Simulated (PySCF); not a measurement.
**Shapes and spin states of Be₂Se**

These are results of PBE0/[Se def2-TZVP, Be def2-TZVP], no relativity, density fitting, PySCF, not measurements.

Relaxations began from a few typed shapes and spin states; open shells are unrestricted. The search is not exhaustive: other isomers or separated fragments can lie lower, and high-lying points may rest on an excited occupation.

Q: Order these stationary points by electronic energy, lowest first, in kJ/mol from the lowest minimum.
A. singlet C2v: Be–Be 1.928 Å, Se–Be 2.054 Å (×2); Be–Be–Se 62.0° (×2), Be–Se–Be 56.0°
B. triplet C2v: Se–Be 2.044 Å (×2); Be–Se–Be 86.3°
C. triplet D∞h: Se–Be 1.994 Å (×2); Be–Se–Be 180.0°

A: A (0.0), B (21.6), C (70.9).

Q: Which of them are minima?

A: By energy in kJ/mol, 0.0: minimum; 21.6: minimum; 70.9: saddle point, 2 imaginary modes.
